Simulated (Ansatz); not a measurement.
`[SiH3][NH][AlH][SiH2]Cl` + H₂ → `[AlH2][SiH2]Cl` + `N[SiH3]` at 700 K and 1 bar (hydrogenolysis of the Al–N bond).

Program: Ansatz. Geometries: PBE0-D4/def2-TZVP. ΔE: electronic, gas phase. CCSD(T)/CBS is the MP2 limit (def2-TZVPP, def2-QZVPP) plus CCSD(T) − MP2 in def2-TZVPP, frozen cores. This one scheme is used for every species. Each species was taken in one conformer, which may not be the lowest.

| species | CCSD(T)/CBS energy (Eh) | H − E (kJ/mol) | S (J/(mol·K)) |
| --- | --- | --- | --- |
| `[SiH3][NH][AlH][SiH2]Cl` | -1338.96095 | 277.4 | 562.8 |
| H₂ | -1.17544 | 46.8 | 155.3 |
| `[AlH2][SiH2]Cl` | -993.29495 | 145.5 | 424.6 |
| `N[SiH3]` | -346.80422 | 180.7 | 336.3 |

H − E and S are ideal-gas, rigid-rotor, harmonic terms from PBE0-D4/def2-TZVP, for one conformer and one mirror image of each species. The MP2-based limit puts H₂ 0.8 mEh under its directly extrapolated value; such offsets cancel only in part. 1 Eh = 2625.50 kJ/mol, R = 8.31446 J/(mol·K).

Question: By hand: ΔE, ΔH, ΔS and ΔG.

Answer: ΔE = (-993.29495) + (-346.80422) − (-1338.96095) − (-1.17544) = 0.03722 Eh = 97.7 kJ/mol. Δ(H − E) = 145.5 + 180.7 − 277.4 − 46.8 = 2.0, so ΔH = 99.7 kJ/mol. ΔS = 424.6 + 336.3 − 562.8 − 155.3 = 42.8 J/(mol·K). ΔG = 99.7 − 700 × (42.8)/1000 = 69.7 kJ/mol.

Question: By hand: the equilibrium constant, and the temperature at which ΔG would vanish if ΔH and ΔS stayed fixed.

Answer: log₁₀ K = −ΔG/(RT ln 10) = -5.2. ΔG = 0 at ΔH/ΔS = 2329 K.

ΔH outweighs TΔS. A doubt of 5 kJ/mol in ΔE shifts log₁₀ K by 0.4 here. Other conformers and mirror images would add mixing entropy, several J/(mol·K) or more a flexible species. Modes under 60 cm⁻¹, often nearly free rotors, make the harmonic entropy too high. These are equilibria of isolated gas molecules and say nothing of rates. Largest T1 diagnostic: 0.012 (customary marks: 0.02 for closed shells, 0.045 for open ones).
